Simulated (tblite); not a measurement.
Species: C₃H₈F₂Si.
SMILES with atom numbers: `[CH3:1][CH2:2][CH2:3][SiH:4]([F:5])[F:6]` (hydrogens: H7, H8, H9 on C1; H10, H11 on C2; H12, H13 on C3; H14 on Si4)

Structure used (GFN2-xTB), in Å, numbered top down from 1:
```
atom  x, y, z in Å
C1    -2.0881   -0.0607    0.0374
C2    -0.6510   -0.3060    0.4801
C3     0.3501    0.3793   -0.4543
Si4    2.1544    0.0785    0.0074
F5     2.4851   -1.4857   -0.0810
F6     3.1107    0.6833   -1.1264
H7    -2.7847   -0.5475    0.7158
H8    -2.2519   -0.4539   -0.9637
H9    -2.3075    1.0050    0.0263
H10   -0.4569   -1.3802    0.4978
H11   -0.5173    0.0697    1.4969
H12    0.1385    1.4509   -0.4681
H13    0.1761    0.0216   -1.4739
H14    2.6418    0.5454    1.2837
```

Computed with GFN2-xTB (tblite): harmonic, unscaled wavenumbers at the GFN2-xTB geometry, gas phase. The method is semi-empirical: single wavenumbers can be off by several per cent or more. Modes of hydrogen on silicon can be 10 to 20 % off. One conformer, not necessarily the lowest.

Harmonic wavenumbers (cm⁻¹): 43.7, 80.1, 111.8, 204.3, 235.7, 240.4, 279.6, 350.1, 629.7, 651.3, 731.0, 752.4, 838.4, 853.2, 872.0, 956.6, 1014.5, 1081.9, 1115.4, 1223.5, 1254.2, 1283.0, 1357.0, 1416.9, 1467.6, 1497.2, 1502.9, 1505.0, 2426.9, 2946.9, 2971.1, 2977.0, 2988.7, 3029.5, 3033.4, 3039.6.

A = 5972, B = 1327, C = 1173 MHz; mass 110.036 u (most abundant isotopes); point group C1, symmetry number 1.

Q: What is the zero-point energy?

A: ½Σν̃ = 23481 cm⁻¹ = 67.14 kcal/mol.

Q: Give the ideal-gas entropy at 350 K and 1 bar in the rigid-rotor, harmonic-oscillator model (classical rotation).

A: Translation 40.83, rotation 28.42, vibration 26.76: S = 96.0 cal/(mol K).

Q: And Cp and H(350 K) − H(0)?

A: Cp = 33.53 cal/(mol K), of which vibrations give 25.58 (their classical limit is 36 R = 71.5); H(350 K) − H(0) = 7.51 kcal/mol without the zero-point energy, 4.73 from vibrations.

Q: How do the functions run with temperature in this model?

A: 
```tsv
T (K)	S (cal/(mol K))	Cp (cal/(mol K))	H − H(0) (kcal/mol)	G − H(0) (kcal/mol)	ln q(vib)
100	66.6	16.9	1.22	-5.43	1.51
200	80.4	23.4	3.25	-12.82	3.66
300	91.1	30.1	5.92	-21.41	5.68
500	109.5	42.5	13.25	-41.52	9.52
800	132.4	54.8	28.00	-77.94	14.88
1000	145.3	60.2	39.53	-105.74	18.17
```

q(vib) and H(0) count from the zero-point level.

Q: Which modes carry the vibrational entropy at 350 K?

A: 43.7 cm⁻¹: 5.40; 80.1 cm⁻¹: 4.20; 111.8 cm⁻¹: 3.55; 204.3 cm⁻¹: 2.39; 235.7 cm⁻¹: 2.13; 240.4 cm⁻¹: 2.09 cal/(mol K); the other 30 give 7.00 together.

Q: What must be added to the electronic energy to get the Gibbs energy at 350 K and 1 bar?

A: ZPE + [H(350 K) − H(0)] − T·S = 67.14 + 7.51 − 33.60 = 41.05 kcal/mol.

Q: Blend soft modes into free rotors: weight 1/[1 + (100 cm⁻¹/ν̃)⁴] for the oscillator and the rest for a rotor with moment μB/(μ + B), μ = h/(8π²ν), B = 10⁻⁴⁴ kg m². What vibrational entropy results?

A: 24.32 cal/(mol K) in place of 26.76, which changes −T·S at 350 K by +0.86 kcal/mol.

Hindered rotation and anharmonicity are outside this model. Other conformers, if any are populated, would add a mixing term that is left out. The structure is chiral; the term R ln 2 for an equal mix with its mirror image is left out.
